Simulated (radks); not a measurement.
Results of a calculation; reference values are marked as such.
Question: All-electron atom: Ge III in [Ar] 3d10 4p2 (not the ground configuration). Level of theory: Dirac Kohn-Sham, LDA (Slater exchange, Perdew-Wang correlation), spin-unpolarised, spherical densities, point nucleus; open shells are shared between the two j in proportion to 2j + 1 (a radial shooting solver on a logarithmic mesh with Libxc functionals).

Spin-orbit splittings of the eigenvalues, e(l+1/2) - e(l-1/2), with zeta = 2 splitting/(2l+1) and mean radii in bohr:

| shell | occ. | splitting (eV) | zeta (eV) | <r> j=l-1/2 | <r> j=l+1/2 |
|---|---|---|---|---|---|
| 2p | 6 | 31.81 | 21.21 | 0.1814 | 0.1850 |
| 3p | 6 | 4.292 | 2.861 | 0.6400 | 0.6508 |
| 3d | 10 | ? | ? | 0.7249 | 0.7299 |
| 4p | 2 | 0.3400 | 0.2267 | 2.241 | 2.271 |

Estimate the 3d splitting.

Answer: 0.5926 eV (zeta = 0.2370 eV).
